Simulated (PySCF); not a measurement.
**Electronic structure of Ag²⁺ (silver, charge +2) at the UHF level**

Configuration: [Kr] 4d9, 2D determinant. Computed with PySCF 2.14 in aug-cc-pVDZ-PP with ECP28MDF (5s5p4d2f, 54 functions), with scalar relativity through the core potential.

```
Total energy                                                  : -145.095447 hartree
One-electron energy                                           : -246.0839 hartree
Hartree (Coulomb) energy                                      : 113.8024 hartree
Exchange energy                                               : -12.8140 hartree
⟨S²⟩                                                          : 0.7521
⟨L²⟩                                                          : 6.021
Sum of ⟨r⟩                                                    : 19.77 bohr
Sum of ⟨r²⟩                                                   : 26.94 bohr²
Traceless quadrupole moment −½Σ⟨3z² − r²⟩ along its main axis : -0.565 e·bohr²
Time after the integrals                                      : 0.39 s of wall time on 1 thread of Neoverse-N1 (shared host)
```

| shell | electrons | mean orbital energy (hartree) | spread (hartree) | rms radius, mean of both spins (bohr) |
| --- | --- | --- | --- | --- |
| 4s α | 1 | -5.23260 | 0 | 0.981 |
| 4s β | 1 | -5.15052 | 0 | 0.981 |
| 4p α | 3 | -3.68108 | 0.07088 | 1.07 |
| 4p β | 3 | -3.58117 | 0.04717 | 1.07 |
| 4d α | 5 | -1.34599 | 0.08143 | 1.42 |
| 4d β | 4 | -1.30180 | 0.06218 | 1.42 |

Energies and moments cover only the electrons outside the core potential.
